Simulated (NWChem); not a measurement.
Molecule: phosphorus nitride (PN); SMILES N#P

```xyz
2

N      0.0000     0.0000     1.0126
P      0.0000     0.0000    -0.4822
```
Atoms are numbered in this order, from 1.

All runs use the structure optimised with B3LYP/6-31G* (spherical d). B3LYP is NWChem's, with the RPA form of VWN correlation.

Give the principal values of the shielding tensors (ppm) of N1, P2 from B3LYP/IGLO-II, GIAO (NWChem), with their diamagnetic and paramagnetic parts as GIAO splits them.


```tsv
atom	σ11	σ22	σ33	isotropic	diamagnetic	paramagnetic
N1	-826.9	-826.9	341.8	-437.3	329.0	-766.3
P2	-552.5	-552.5	966.5	-46.2	969.4	-1015.6
```
